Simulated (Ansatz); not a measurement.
Mulliken charges of `Cl[SiH]1CS1` from ωB97M-V/def2-TZVPP in Ansatz (PBE0-D4/def2-TZVP geometry).

```csv
atom,x (Å),y (Å),z (Å),charge (e)
Cl1,0.965,-1.797,-1.507,-0.185
Si2,-0.003,-0.857,0.018,0.391
C3,-0.157,0.963,-0.005,-0.317
S4,1.032,0.367,1.324,-0.167
H5,-1.081,-1.730,0.512,-0.005
H6,0.341,1.528,-0.787,0.142
H7,-1.035,1.458,0.400,0.142
```

Question: By hand: the dipole of these point charges (1 e Å = 4.8032 D).

Answer: Σ q r = (-0.395, 0.063, 0.009) e Å, of length 0.400 e Å = 1.92 D.

Question: How does the dipole of the full density compare? (An estimate is asked.)

Answer: Ansatz gave: (-0.298, 0.038, -0.097) e Å, 1.52 D; the point charges give 1.26 times that, at 19° from its direction.

Point charges leave out the atoms' own dipoles, such as those of lone pairs, and Mulliken's split depends on the basis, so the two needn't agree.
